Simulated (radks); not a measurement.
Dy4+, 62 electrons, occupied as [Kr] 4d10 4f8 5s1 5p6 6s1 (not the ground configuration). All-electron calculation, scalar-relativistic Kohn-Sham, LDA (Slater exchange, Perdew-Wang correlation), spin-unpolarised, spherical densities, finite nucleus; Fermi nuclear charge, rms radius 5.2218 fm. Program: a radial shooting solver on a logarithmic mesh with Libxc functionals.

Radial electron density D(r) = 4 pi r^2 rho(r):

r (bohr)  D(r) (e/bohr)
0.002931          23.84
0.003385          28.89
0.003941          35.03
0.004588          41.97
0.005341          49.59
0.006168          57.22
0.007181          65.38
0.00836           73.15
0.009732          79.93
0.01124           84.83
0.01308           87.87
0.01523           88.39
0.01773           86.57
0.02048           83.40
0.02384           79.95
0.02776           78.30
0.03231           80.29
0.03732           86.41
0.04344           96.62
0.05057           107.9
0.05888           116.2
0.06799           117.6
0.07916           111.4
0.09215           100.4
0.1073            91.11
0.1239            89.34
0.1442            95.54
0.1679            103.5
0.1955            103.2
0.2258            90.71
0.2628            69.39
0.306             51.46
0.3562            45.68
0.4113            49.65
0.4789            54.32
0.5575            51.49
0.649             41.09
0.7495            29.43
0.8726            20.04
1.016             14.65
1.183             11.46
1.366             8.788
1.59              5.911
1.851             3.469
2.155             1.881
2.488             1.077
2.897            0.6262
3.373            0.3377
3.926            0.1459
4.534           0.04920
5.279           0.01080
6.145          0.001540
7.154         0.0001347

D(r) has 4 maxima, at r = 0.0145, 0.0653, 0.180, 0.494 bohr, and minima at 0.0278, 0.119, 0.353 bohr, inside which lie 1.92, 11.15, 29.43 electrons.
